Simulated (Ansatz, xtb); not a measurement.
Molecule: B$_{2}$H$_{3}$, charge 0, multiplicity 2. It need not be the lowest isomer of its formula. 
Coordinates optimised at B3LYP-D3(BJ)/def2-TZVP (Ansatz, a quantum-chemistry and plane-wave program):
```
B
H 1 1.1953
H 1 1.1953 2 118.30
B 1 1.5608 2 120.85 3 180.00
H 4 1.1764 3 154.73 1 -180.00
```
Charge 0, spin multiplicity 2.

Harmonic wavenumbers from GFN2-xTB (xtb, at its own minimum), cm⁻¹: 277, 450, 688, 709, 1089, 1214, 2545, 2551, 2776.

Task: Give the harmonic wavenumbers at B3LYP-D3(BJ)/def2-TZVP (Ansatz, finite differences of forces, unscaled).

Result: 322, 522, 788, 898, 1014, 1165, 2566, 2627, 2785 cm⁻¹. Zero-point energy 18.1 kcal/mol.

Task: From these and the geometry, give the ideal-gas thermochemistry at 298.15 K and 1 atm (rigid rotor, harmonic oscillator).

Result: Point group C2v, rotational symmetry number 2. Rotational constants 238.1, 24.17, 21.94 GHz. S(trans) 35.54, S(rot) 17.11, S(vib) 2.40, S(elec, spin only) 1.38, S 56.4 cal/(mol K). H(298) - H(0) 2.87 kcal/mol; G - E(el) 4.2 kcal/mol.
